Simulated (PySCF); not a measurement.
Species: C6H8ClO (doublet state).
Z-matrix (Å and degrees, GFN2-xTB geometry), rows numbered from 1:
```
O 
C   1  1.3636
C   2  1.4852  1  121.61
C   3  1.5129  2  107.09  1    88.24
C   4  1.3272  3  110.70  2   104.84
Cl  5  1.7186  4  126.33  3  -174.19
C   5  1.4993  4  113.49  3     3.67
C   7  1.5367  5  102.90  4     8.83
H   1  0.9653  2  109.73  3    20.24
H   2  1.0754  1  112.52  3   154.08
H   3  1.0959  2  109.76  1   -33.41
H   4  1.0745  3  122.21  2   -69.41
H   7  1.0902  5  111.80  4   129.73
H   7  1.0926  5  110.00  4  -110.71
H   8  1.0893  3  109.35  2   145.49
H   8  1.0879  3  111.06  2    25.95
```

The hyperfine couplings belong to this conformer and change with its torsions.

Identity: `O[CH][C@H]1C=C(Cl)CC1` [radical].

The calculation used PySCF, UKS B3LYP, pcH-1 on C Cl H O, non-relativistic, mean-field spin-orbit, GIAO. Geometry: GFN2-xTB, one conformer, isolated molecule. The geometry wasn't refined by DFT: couplings that depend on bond lengths, twists or pyramidal angles can differ widely from those at the functional's own minimum. The SCF solution wasn't tested for stability.

Where do the isotropic ENDOR lines of H10, H11, H9, H14, H13, H16, H12 and Cl6 fall at 347.1 mT, to first order?

For S = 1/2 in fast tumbling each set of equivalent nuclei gives two lines, ν± = |νn ± a/2| to first order, with νn = g_N μN B/h and μN/h = 7.62259 MHz/T.

```csv
nuclei,isotope,g_N,νn (MHz),a_iso (MHz),lower line (MHz),upper line (MHz)
H10,1H,5.5857,14.78,-42.63,6.53,36.09
H11,1H,5.5857,14.78,16.73,6.42,23.14
H9,1H,5.5857,14.78,-11.29,9.13,20.42
H14,1H,5.5857,14.78,4.82,12.37,17.19
H13,1H,5.5857,14.78,2.56,13.50,16.06
H16,1H,5.5857,14.78,-1.65,13.95,15.61
H12,1H,5.5857,14.78,-1.09,14.23,15.33
Cl6,35Cl,0.5479,1.45,3.80,0.45,3.35
```

Which pairs are centred on the nuclear Larmor frequency, and which on half the coupling?

Centred on νn, since |a| < 2νn: H11, H9, H14, H13, H16 and H12. Centred on |a|/2 and split by 2νn: H10 and Cl6.

Main isotope only: 35Cl (natural samples also hold 24 % 37Cl, magnetic too, which adds its own pattern).
